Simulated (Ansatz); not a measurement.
Species: CH3Cl2Si, charge 0, doublet. CH3Cl2Si (SMILES C[Si](Cl)Cl, doublet).
B3LYP-D3(BJ)/def2-TZVP minimum from Ansatz (a program for electronic structure):
```
C
H 1 1.0903
H 1 1.0903 2 109.31
H 1 1.0925 2 109.07 3 119.17
Si 1 1.8726 2 110.12 4 119.74
Cl 5 2.0732 1 108.88 2 -178.95
Cl 5 2.0732 1 108.88 2 -60.44
```
Charge 0, spin multiplicity 2.

Hartree-Fock and CCSD correlation energies in hartree (Ansatz). UHF or UKS for unpaired electrons; spin-orbit terms are left out. Cores are frozen in correlated methods. No relativity.

```
basis        X        E(HF)  E(corr, CCSD)
-----------  -  -----------  -------------
cc-pV(T+d)Z  3  -1247.70451       -0.70031
cc-pV(Q+d)Z  4  -1247.71738       -0.75339
cc-pV(5+d)Z  5  -1247.71981       withheld
```

Problem. Fit E(corr) = E∞ + A/X³ to X = 3 and 4, predict X = 5, and compare with the run.

Solution. A = (-0.70031 - (-0.75339))/(1/27 - 1/64) = 2.4790; E∞ = -0.75339 - A/64 = -0.79212; at X = 5, E∞ + A/125 = -0.77229. The run gave -0.77081, 1.48 mEh above the prediction. The same form on X = 4 and 5 gives E∞ = -0.78909, 3.04 mEh above the first estimate.
